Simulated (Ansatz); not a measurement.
Calculated with Ansatz (gas phase, PBE0-D4/def2-TZVP geometries, no zero-point term in ΔE). CBS: MP2 limit from def2 TZ/QZ plus the TZ coupled-cluster correction, frozen cores. This one scheme is used for every species. DFT in def2-TZVPP. One conformer a species, not always the lowest.

`B[SiH2]O` + `NCCO` → `OCC[SiH2]O` + `BN`  (formal exchange of groups at the Si–B bond)

Task: Is it downhill or uphill in electronic energy at CCSD(T)/CBS, and by how much? (Estimate.)

Result: The calculation gave: Downhill: ΔE = -254.4 kJ/mol.

Task: What do these levels give: B2PLYP, PBE, HF/def2-TZVPP, MP2/def2-TZVPP, CCSD/def2-TZVPP, SCS-MP2/def2-QZVPP? (Estimate.)

Result: Ansatz gave: B2PLYP -257.4, PBE -248.7, HF/def2-TZVPP -239.4, MP2/def2-TZVPP -265.6, CCSD/def2-TZVPP -250.9, SCS-MP2/def2-QZVPP -257.1 kJ/mol.

Largest T1 diagnostic among the species: 0.012.

In def2-TZVPP, CCSD(T) changes the Hartree–Fock value by −14.9 kJ/mol (the triples alone add −3.4 kJ/mol) and MP2 by −26.2 kJ/mol. The D4 term adds −5.1 kJ/mol with B3LYP and −2.9 kJ/mol with PBE0; it sums over pairs of atoms, weighted by their polarisabilities, and B3LYP, whose exchange is more repulsive, gets the larger term.

B3LYP here is the variant with VWN-RPA as its local correlation; programs differ in this.
